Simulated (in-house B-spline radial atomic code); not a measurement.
## HSE06 excitations of Mg IX (Mg8+)

Method: HSE06. Computed with an all-electron radial atomic-structure program (B-spline basis): linear response of the closed shell [He] 2s2 with the functional's adiabatic kernel; scalar-relativistic (spin-free one-electron X2C), finite nucleus, no spin-orbit coupling, no double excitations, S, P, D and F terms only.

Command:
```bash
python run_td.py task.json out
```
Settings (radii: box in bohr, nucleus in fm):
```
Z                        12
electrons                4
configuration            [He] 2s2
hamiltonian              x2c
method                   hse06
box_radius               11.59
rms_radius               3.057
intervals                71
```

Run time, properties included: 0.4 s on 1 thread of Arm Neoverse N1, with other jobs on the host.

The lowest states, in the order of their Tamm-Dancoff energies; the method's threshold (minus the highest occupied level) is 313.14 eV. Labels give the largest channel, * marks a mixed state, and oscillator strengths are full-response dipole values. Semilocal kernels can invert the small singlet-triplet splittings of Rydberg terms. Energies in eV:

```json
{"state": "2s → 2p 3P", "full response": "13.451", "Tamm-Dancoff": "15.511", "oscillator strength": "-"}
{"state": "2s → 2p 1P", "full response": "31.01", "Tamm-Dancoff": "32.39", "oscillator strength": "0.304"}
{"state": "2s → 3s 3S", "full response": "186.76", "Tamm-Dancoff": "186.78", "oscillator strength": "-"}
{"state": "2s → 3s 1S", "full response": "190.26", "Tamm-Dancoff": "190.29", "oscillator strength": "-"}
{"state": "2s → 3p 3P", "full response": "193.71", "Tamm-Dancoff": "193.72", "oscillator strength": "-"}
{"state": "2s → 3p 1P", "full response": "194.79", "Tamm-Dancoff": "194.80", "oscillator strength": "0.559"}
{"state": "2s → 3d 3D", "full response": "197.42", "Tamm-Dancoff": "197.47", "oscillator strength": "-"}
{"state": "2s → 3d 1D", "full response": "200.33", "Tamm-Dancoff": "200.33", "oscillator strength": "-"}
{"state": "2s → 4s 3S", "full response": "247.09", "Tamm-Dancoff": "247.09", "oscillator strength": "-"}
{"state": "2s → 4s 1S", "full response": "248.11", "Tamm-Dancoff": "248.12", "oscillator strength": "-"}
{"state": "2s → 4p 3P", "full response": "?", "Tamm-Dancoff": "?", "oscillator strength": "-"}
{"state": "2s → 4p 1P", "full response": "250.19", "Tamm-Dancoff": "250.19", "oscillator strength": "0.147"}
{"state": "2s → 4d 3D", "full response": "?", "Tamm-Dancoff": "?", "oscillator strength": "-"}
{"state": "2s → 4d 1D", "full response": "252.46", "Tamm-Dancoff": "252.46", "oscillator strength": "-"}
{"state": "2s → 4f 3F", "full response": "253.35", "Tamm-Dancoff": "253.35", "oscillator strength": "-"}
{"state": "2s → 4f 1F", "full response": "253.47", "Tamm-Dancoff": "253.47", "oscillator strength": "-"}
{"state": "2s → 5s 3S", "full response": "272.49", "Tamm-Dancoff": "272.49", "oscillator strength": "-"}
{"state": "2s → 5s 1S", "full response": "272.94", "Tamm-Dancoff": "272.94", "oscillator strength": "-"}
{"state": "2s → 5p 3P", "full response": "273.86", "Tamm-Dancoff": "273.86", "oscillator strength": "-"}
{"state": "2s → 5p 1P", "full response": "274.00", "Tamm-Dancoff": "274.00", "oscillator strength": "0.0622"}
{"state": "2s → 5d 3D", "full response": "274.71", "Tamm-Dancoff": "274.72", "oscillator strength": "-"}
```

(1) Where does 2s → 4d 3D lie?

(2) Where does 2s → 4p 3P lie?

(3) How large is the singlet-triplet splitting of 2s → 2p (P terms) in Tamm-Dancoff?

(4) What polarisabilities and dispersion coefficient does the method give?

## Answers

(1) At 251.53 eV in full response, 251.54 eV in Tamm-Dancoff.

(2) At 249.86 eV in full response, 249.87 eV in Tamm-Dancoff.

(3) 16.9 eV, from the unrounded values.

(4) Dipole 0.251 bohr³, quadrupole 0.026 bohr⁵, C6 0.06072 hartree·bohr⁶ for two such species.
